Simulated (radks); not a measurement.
Results of a calculation; reference values are marked as such.
Question: Radial electron density D(r) = 4 pi r^2 rho(r) of an atom or ion with 5 electrons. Code: a radial shooting solver on a logarithmic mesh with Libxc functionals. Model: Dirac Kohn-Sham, PBE, spin-unpolarised, spherical densities, finite nucleus; Fermi nuclear charge, rms radius of each element as measured or else 0.836 A^(1/3) + 0.57 fm.

r (bohr),D(r) (e/bohr)
0.002865,9.820
0.003556,13.66
0.004413,18.68
0.005477,25.00
0.006798,32.59
0.008437,41.10
0.01047,49.75
0.013,57.23
0.01613,61.80
0.01986,61.85
0.02465,56.51
0.03059,46.55
0.03796,35.08
0.04712,26.47
0.05848,23.78
0.07258,26.09
0.09007,28.45
0.1118,25.77
0.1376,18.02
0.1708,8.873
0.212,2.892
0.2631,0.5702
0.3266,0.06071
0.4053,0.003029

What is the nuclear charge?

Answer: Z = 51. The innermost maximum, from 1s, lies near gamma/Z bohr with gamma = sqrt(1 - (Z/c)^2) = 0.928, here 0.0182 bohr (found: 0.0179), and its height grows with Z. The density is that of the antimony ion Sb46+ in [He] 2s2 2p1; the configuration itself is not fixed sharply by these data, and Z only to a few units. D(r) has 2 maxima, at r = 0.0179, 0.0915 bohr, and minima at 0.0575 bohr, inside which lie 2.23 electrons.
